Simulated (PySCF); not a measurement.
B(Cl)2(Et) (C₂H₅BCl₂), SMILES C(C)B(Cl)Cl.

The structure is a stationary point at B3LYP-D3(BJ)/def2-SVP. The values are those of a single conformer.

Method: PySCF with PBE/def2-TZVP.

Symmetry labels are those of the subgroup Cs that the program uses (full group Cs).

Computed valence orbital energies around the gap with their symmetry:
| orbital | symmetry | energy (eV) |
|---|---|---|
| HOMO−7 | A' | -10.43 |
| HOMO−6 | A' | -9.27 |
| HOMO−5 | A" | -9.17 |
| HOMO−4 | A' | -8.68 |
| HOMO−3 | A" | -8.47 |
| HOMO−2 | A" | -8.00 |
| HOMO−1 | A' | -7.56 |
| HOMO | A' | -7.48 |
| LUMO | A" | -2.18 |
| LUMO+1 | A' | 0.03 |
| LUMO+2 | A' | 0.96 |
| LUMO+3 | A' | 1.27 |
